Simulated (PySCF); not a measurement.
# Bond length, frequency and bond energy of PmO by level of theory

State: sextet, about 4.3 electrons in the 4f shell (Mulliken), real f orbitals that mix terms. Set-up: PySCF, spin-free X2C with a Gaussian nucleus, basis sets Pm x2c-SVPall, O x2c-SVPall. De refers to Pm (4f5 6s2) + O in their high-spin ground configurations, without counterpoise correction. The functionals are run spin-unrestricted. A positive dipole means Pm(−)O(+). Levels whose curve was spin-contaminated or gave no clean fit are not listed.

```csv
Level,Re (Å),ωe (cm⁻¹),De (eV),μ (D),"CPU s a point (SCF and correlation, without the integrals)"
UHF,1.800,881,n/a,-4.25,3.4
UHF-MP2,1.800,859,n/a,n/a,5.6
UHF-SCS-MP2,1.803,868,n/a,n/a,n/a
TPSSh,1.809,797,6.56,-3.50,13
r²SCANh,1.792,830,6.82,-3.37,12
PBE0,1.780,851,6.24,-3.34,11
CAM-B3LYP,1.784,850,6.15,-3.59,26
```

The bond length runs from 1.780 Å (PBE0) to 1.809 Å (TPSSh). De spans 6.15 eV (CAM-B3LYP, range-separated hybrid) to 6.82 eV (r²SCANh, hybrid meta-GGA).

Correlated steps freeze 19 core orbitals. Spin–orbit coupling is left out, which matters for elements this heavy, above all for dissociation energies. With d or f electrons several states lie close, and the lowest PBE0 determinant need not be the measured ground state.

The whole job (state search and all levels along the bond) took about 22 min on 2 threads of Arm Neoverse V1 (shared host), peak memory 3.1 GiB.
